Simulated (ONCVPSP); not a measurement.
# Before and after: ONCV potential for Ir (Z = 77)

ONCVPSP 4.0.1 input, shortened (lines: element, Z, core and valence counts, functional; n l f; lmax; l rc ep ncon nbas qcut; lloc lpopt rc5 dvloc0; l nproj debl; icmod fcfact rcfact), revPBE, fully relativistic:

```
  Ir 77.00   10    3  -102130      upf
    1    0    2.00
    2    0    2.00
    2    1    6.00
    3    0    2.00
    3    1    6.00
    3    2   10.00
    4    0    2.00
    4    1    6.00
    4    2   10.00
    4    3   14.00
    5    0    2.00
    5    1    6.00
    5    2    7.00
    2
    0    1.10    0.00    3    6    5.80
    1    1.85    0.00    4    7    6.90
    2    2.20    0.00    3    8    6.00
    4    5    0.75    4.00
    0    2    2.80
    1    2    1.20
    2    2    0.80
    0    0.00    0.00
```

Open shells are filled in proportion to 2j + 1.

In the s channel the program set the typed energies aside and used -4.237, 0.250 Ha. In the p channel the program set the typed energies aside and used -2.521, 0.250 Ha (j = l + 1/2; the other j can differ). In the d channel the program set the typed energies aside and used -0.874, 0.250 Ha (j = l + 1/2; the other j can differ).

All-electron outer shells of the reference configuration (revPBE, scalar-relativistic, ld1.x):

```csv
shell,level (eV),outermost node (bohr),outermost maximum (bohr)
4f,-79.73,–,0.39
5p,-72.34,0.54,1.01
5d,-24.32,0.59,1.29
```

Change: p: rc 1.26.

Cutoffs: the cutoffs (Ha) at which the residual kinetic energy of the hardest occupied pseudo-wave falls to 1 and 0.1 mHa per electron; they do not see the model core or the augmentation charge, which bear on the density cutoff. Errors are all-electron minus pseudo energies relative to the spin-unpolarised reference configuration.

**Question.** What does the change do?

**Answer.** Both files keep a bound ghost (s); the lowest positive-energy flag moves from p3/2 at 37.9 eV to d5/2 at 118.6 eV; the errors of the 4 common tests hardly move.

```tsv
quantity	base	changed
bound ghosts	s	s
GHOST(+) flags under 300 eV	p3/2 at 37.9 eV, p1/2 at 92.9 eV, d5/2 at 118.6 eV, d3/2 at 146.4 eV	d5/2 at 118.6 eV, p3/2 at 119.1 eV, d3/2 at 146.4 eV, p1/2 at 187.8 eV
error for 5s2 5p6 5d7 6s2, meV [ΔE -27.13 eV]	+2.6	+2.9
error for 5s2 5p6 5d7 6s1, meV [ΔE -17.34 eV]	+0.2	+0.3
error for 5s2 5p6 5d6, meV [ΔE 30.45 eV]	+13	+13
error for 5s2 5p6 5d8, meV [ΔE -18.64 eV]	+6.4	+6.5
s: phases at 1.12 bohr within 0.05 rad from the reference energy up to (Ha; the scan ends near 5)	to the end of the scan	to the end of the scan
d5/2: phases at 2.23 bohr within 0.05 rad from the reference energy up to (Ha; the scan ends near 5)	4.2	4.2
d3/2: phases at 2.23 bohr within 0.05 rad from the reference energy up to (Ha; the scan ends near 5)	to the end of the scan	to the end of the scan
```

 A true bound ghost makes a file unfit for plane-wave use even where its test errors are small: the radial tests pick states by their node count and pass the ghost by.
